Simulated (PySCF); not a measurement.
2-methylidenefuran-3-one (C5H4O2), SMILES C=C1OC=CC1=O.

Geometry optimised at B3LYP-D3(BJ)/def2-SVP.

Method: PBE/def2-TZVP (PySCF).

Computed frontier levels, gap, dipole moment and polarisability:
The highest occupied level comes out as -5.84 eV. The lowest empty level comes out as -3.17 eV. The orbital gap comes out as 2.67 eV and the dipole moment comes out as 2.94 D. The quadrupole, principal values (traceless, Buckingham form, about the centre of nuclear charge) is -8.97, -2.96, 11.93 D·Å. The mean static polarisability is 64.9 bohr³ (9.62 Å³) and the polarisability, principal values is 36.2, 71.8, 86.8 bohr³.
